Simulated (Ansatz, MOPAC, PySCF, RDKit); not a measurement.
Pair of molecules: N2 (SMILES N#N) (first 2 atoms) with CH3F (SMILES CF); geometry from B3LYP-D3(BJ)/def2-TZVP, rigid monomers moved along the line of their centres of mass till N1···F4 is 2.83 Å.
(charge 0, multiplicity 1):
```
atom    x (Å)    y (Å)    z (Å)
----  -------  -------  -------
N     -0.4320   0.0213  -0.0446
N      0.4995   0.0534  -0.6109
C     -0.4095  -0.5196   3.1227
F      0.8076  -0.4933   2.4503
H     -1.2093  -0.3354   2.4049
H     -0.5341  -1.5006   3.5829
H     -0.4035   0.2571   3.8884
```

Monomers are frozen at their geometry in the pair; levels with a basis set take the counterpoise correction. Rows marked so take none.

Correlated levels freeze the cores. CBS(a, b) extrapolates the correlation energy as X⁻³ and adds the Hartree–Fock energy of set b. Rows in 6-31G*, STO-3G carry no dispersion term and start afresh at each structure (6-31G* with six Cartesian d functions). The state reached by PM3, PM7 isn't checked; PM7 holds dispersion and hydrogen-bond terms.

The values were computed with Ansatz (Gaussian basis) for Hartree–Fock, density functionals and correlated methods; MOPAC for PM3, PM7 (differences of heats of formation); PySCF for 6-31G* rows, STO-3G rows; RDKit for the force fields. Each number belongs to the level named beside it.

The comparison value is -0.46 kcal/mol (MP2/CBS(aug-cc-pVDZ, aug-cc-pVTZ) + ΔCCSD(T)/aug-cc-pVDZ). It is a level with limits of its own, not the exact answer.

Question: Order these levels by how close they come to the comparison value for the interaction energy, closest first: PM7, MMFF94, HF/STO-3G (no counterpoise), PM3, B3LYP/6-31G*. Give each level's value less the comparison value.

Answer: PM7 (-0.24 kcal/mol), HF/STO-3G (no counterpoise) (0.55 kcal/mol), B3LYP/6-31G* (1.20 kcal/mol), MMFF94 (1.62 kcal/mol), PM3 (1.93 kcal/mol)

Ansatz is an electronic-structure program.
